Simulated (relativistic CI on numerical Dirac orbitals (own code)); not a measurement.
**Hyperfine structure of Eu8+, mass number 151**

Method of calculation: Dirac-Coulomb-Breit CI, orbitals from a KLI potential per configuration, model QED (radiative potential, 1s self-energy scaled to tabulated hydrogen-like ionisation energies), unscaled Slater integrals (own radial code, finite nucleus).

CI space (outside the closed core [Kr] 4d10 5s2): 4f5 5p2, 4f6 6s. The list is cut by size and lacks configurations that can hold low levels.

Nuclear spin I = 5/2, μ = 3.4635 μN, Q = 0.903 b (tables of Stone and Pyykkö). The electronic factors are computed for point nuclear moments, without core polarisation or the Bohr-Weisskopf and QED corrections.

```tsv
Level	E (cm⁻¹)	A (MHz)	B (MHz)
4f5 5p2 8G°_1/2	9339.1	5711	
4f5 5p2 8G°_3/2	9797.9	1305	603
4f5 5p2 8H°_3/2	25611.4	6806	1660
```

Levels with J = 0, under 50 % of one LS term, or S terms without an open s electron are left out. Small factors come from cancelling terms and can be off by tens of per cent or more.

At this charge configurations can still be misplaced by up to about 7 % of their energy. Terms inside the open d or f shell come out 10 to 20 % too wide with unscaled integrals. Levels and lines within the n = 5 or 6 shells can be off by up to 10 % or somewhat more, and those that change n by about 2 %, since core polarisation is missing.

**Question.** Give the hyperfine levels of 4f5 5p2 8G°_1/2 relative to its centre of gravity.

**Answer.** With K = F(F + 1) − I(I + 1) − J(J + 1), E = AK/2: F = 2: -9994, F = 3: 7139 MHz.

LS names give the leading component of a level, which can be under half, so a name can repeat, a term be missing and a line seem to break the LS rules.
